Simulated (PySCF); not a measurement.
**Correlation energy of Ne²⁺ (neon, charge +2)**

[He] 2s2 2p3 3d1, high-spin 5D determinant (an excited configuration). Calculation: PySCF 2.14, in aug-cc-pVTZ (5s4p3d2f, 46 functions); no relativity, point nucleus. Frozen: 1s2; 6 electrons correlated.

```csv
level,correlation energy (mhartree)
CCSD,-128.36
(T),-1.46
CCSD(T),-129.82
```

Diagnostics: T1 = 0.0018, D1 = 0.0036, largest double amplitude 0.043.

The outer electron is Rydberg-like, and this basis confines it to a smaller radius and binds it less than a complete one would.

Cost of the coupled-cluster step: roughly 2 core-seconds, for 6 correlated electrons.
